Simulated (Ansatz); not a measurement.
Mulliken charges of Cl2FH3O2Si2, SMILES `O[SiH](O)[Si](F)(Cl)Cl` from r2SCAN/def2-TZVPP in Ansatz (PBE0-D4/def2-TZVP geometry).

```
atom   x (Å)   y (Å)   z (Å)  charge (e)
  O1   0.861  -1.443  -0.929      -0.394
 Si2   0.779  -0.007  -0.161       0.543
  O3   1.484  -0.126   1.316      -0.390
 Si4  -1.523   0.387   0.026       0.668
  F5  -1.765   1.714   0.875      -0.298
 Cl6  -2.502  -1.121   0.981      -0.210
 Cl7  -2.386   0.692  -1.798      -0.217
  H8   1.718  -1.847  -1.074       0.202
  H9   1.435   1.094  -0.921      -0.111
 H10   1.898   0.657   1.685       0.208
```

Question: By hand: the dipole of these point charges (1 e Å = 4.8032 D).

Answer: Σ q r = (0.639, 0.089, -0.058) e Å, of length 0.648 e Å = 3.11 D.

Question: How does the dipole of the full density compare? (An estimate is asked.)

Answer: Computed: (0.720, 0.067, -0.011) e Å, 3.47 D; the point charges give 0.90 times that, at 5° from its direction.

Point charges leave out the atoms' own dipoles, such as those of lone pairs, and Mulliken's split depends on the basis, so the close match here is no proof of good charges.
